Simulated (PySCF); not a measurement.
## Working with the constants of SrH

PBE0 constants of SrH, ²Σ⁺ (doublet), unpaired electrons σ ↑ (Sr x2c-TZVPall, H x2c-TZVPall; spin-free X2C with a Gaussian nucleus (PySCF 2.14); masses 87.9056 and 1.0078 u):

```
ωe              : 1207.8 cm⁻¹
ωexe            : 18.9 cm⁻¹
Be              : 3.7373 cm⁻¹
αe              : 0.0902 cm⁻¹
D (centrifugal) : 0.000143 cm⁻¹
De to Sr + H    : 1.80 eV
```

**Question.** Give the vibrational terms G(v) and spacings up to v = 6.

**Answer.** G(v) = ωe(v+½) − ωexe(v+½)².

```tsv
v	G(v) (cm⁻¹)	G(v) − G(v−1)	Bv (cm⁻¹)
0	599		3.692
1	1769	1170	3.602
2	2901	1132	3.512
3	3996	1094	3.422
4	5052	1057	3.331
5	6071	1019	3.241
6	7052	981	3.151
```

**Question.** How well does the Morse estimate ωe²/(4ωexe) reproduce De, and what is D0?

**Answer.** It gives 2.39 eV, 133 % of the computed De. D0 = De − G(0) = 1.80 − 0.07 = 1.73 eV.

Spin–orbit coupling is left out. The state was picked by a PBE0 search and need not be the measured ground state.
